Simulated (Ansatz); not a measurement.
cyclobutane (C₄H₈), singlet, at a GFN2-xTB geometry; PBE0/pcseg-1 in Ansatz (an electronic-structure program).

Here is a job for Ansatz.
Ansatz 0.2 input:
```yaml
crystal:
  periodic: [false, false, false]
  atoms:
    - {symbol: C, position_ang: [-0.00613316, 1.08295583, 0.05853653]}
    - {symbol: C, position_ang: [0.00685792, -1.08220991, 0.07093756]}
    - {symbol: C, position_ang: [-1.08294605, -0.00683358, -0.05863980]}
    - {symbol: C, position_ang: [1.08222129, 0.00608767, -0.07083428]}
    - {symbol: H, position_ang: [-0.01505399, 1.84231484, -0.72076860]}
    - {symbol: H, position_ang: [-0.00362364, 1.57729882, 1.02791527]}
    - {symbol: H, position_ang: [0.00710304, -1.85049784, -0.69961794]}
    - {symbol: H, position_ang: [0.01523239, -1.56535126, 1.04591487]}
    - {symbol: H, position_ang: [-1.84243222, -0.00692746, 0.72059245]}
    - {symbol: H, position_ang: [-1.57713057, -0.01535111, -1.02806518]}
    - {symbol: H, position_ang: [1.85038317, 0.01511046, 0.69979409]}
    - {symbol: H, position_ang: [1.56552182, 0.00340356, -1.04576496]}
basis:
  gaussian:
    orbitals: pcseg-1.json
hamiltonian:
  xc: pbe0
```
The basis file holds pcseg-1 in the JSON format of the Basis Set Exchange.

Task: Predict the main parts of the log of this Ansatz run.

Result: 
```
Functional definition: PBE0
1104 factors; their error is unknown
mean field evaluation 1: about -4263.7308 eV, gradient 5.6e1 eV
mean field evaluation 2: about -4259.0090 eV, gradient 7.2e1 eV
mean field evaluation 4: about -4271.7337 eV, gradient 5.2e-1 eV
mean field evaluation 8: about -4271.6680 eV, gradient 2.0e-3 eV
mean field -4271.66804316 eV, -156.9809051456 hartree, gradient 1.6e-5 eV, S^2 0.000000; 0 other end points of the search recorded, 0 dependent functions left out
reference -4271.66806768 eV, -156.9809060466 hartree; 16, 16 occupied and 80, 80 virtual orbitals, 1104 factors
Total energy: -4271.66806768 eV, -156.9809060466 hartree
```
